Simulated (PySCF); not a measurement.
C8H7O2S (charge -1).
Geometry (PBE0-D3(BJ)/def2-SVP, Å), atoms numbered from 1 in this order:
```xyz
18
C8H7O2S angstrom
O      1.0294   -2.7670   -0.4569
C      1.9534   -1.9339   -0.5394
O      3.1651   -2.0984   -0.7646
C      1.5617   -0.4614   -0.3422
S      2.8397    0.6927   -0.4951
C      1.7777    2.0123   -0.1924
C      0.4918    1.5831    0.0200
C      0.3592    0.1599   -0.0646
C     -0.8968   -0.6043    0.1248
C     -2.2207   -0.0435   -0.3191
C     -1.9172   -0.1709    1.1433
H      2.1392    3.0413   -0.1851
H     -0.3382    2.2637    0.2323
H     -0.7141   -1.6775   -0.0056
H     -2.9444   -0.7313   -0.7675
H     -2.2263    0.9597   -0.7576
H     -1.7128    0.7452    1.7070
H     -2.4285   -0.9471    1.7213
```

Method: PBE0-D3(BJ)/def2-SVP geometry optimisation, gas phase in PySCF 2.14.0.

Masses are those of the commonest isotopes; rigid-rotor values at the optimised geometry. The values belong to one conformer with, in the numbering `[O:1]=[C:2]([O-:3])[c:4]1[s:5][cH:6][cH:7][c:8]1[CH:9]1[CH2:10][CH2:11]1`, O1–C2–C4–S5 -179°, C7–C8–C9–C10 35°.

(1) Give the principal moments of inertia and the rotational constants in MHz.

(2) Classify the top.

(3) What does the inertial defect say?

(4) Predict some low-J microwave lines.

Answers

(1) Ia = 364.59, Ib = 579.72, Ic = 904.29 u·Å²; 505379 MHz·u·Å²/I gives A = 1386, B = 871.8, C = 558.9 MHz.

(2) An asymmetric top. Ray's parameter κ = (2B − A − C)/(A − C) = -0.244; −1 is the prolate and +1 the oblate limit.

(3) Not planar: Δ = Ic − Ia − Ib = -40.02 u·Å². For a rigid frame Δ = −2 Σ m c², so Σ m c² = 20.01 u·Å² lies off the ab plane: 6.50 from hydrogen and 13.51 from heavier atoms. The atom farthest from that plane is 1.29 Å away.

(4) The dipole components (about the centre of mass, as the species is charged) are |μa| = 5.41 D, |μb| = 6.43 D, |μc| = 0.01 D. Intensities carry the squares of the components, which stand as 0.71 : 1.00 : 0.00 (a : b : c). Some of the stronger lines:

```csv
type,branch,"J(Ka,Kc)",MHz,lower level (cm⁻¹)
a,Q,"1(1,0) ← 1(1,1)",313,0.065
a,Q,"2(1,1) ← 2(1,2)",939,0.150
a,R,"2(1,2) ← 1(1,1)",2548,0.065
b,R,"2(1,2) ← 1(0,1)",3063,0.048
a,Q,"5(1,4) ← 5(1,5)",4164,0.643
a,R,"3(2,1) ← 2(2,0)",4653,0.236
b,R,"4(0,4) ← 3(1,3)",4885,0.275
a,R,"4(1,4) ← 3(1,3)",4939,0.275
b,Q,"5(5,1) ← 5(4,2)",5825,1.084
a,R,"4(3,1) ← 3(3,0)",6011,0.490
a,R,"5(3,2) ← 4(3,1)",7713,0.691
b,R,"4(4,0) ← 3(3,1)",10449,0.490
```

Whether it is a minimum is left open (no frequencies). The geometry's basis has no diffuse functions, a weakness for an anion. Zero-point vibration and centrifugal distortion are left out.
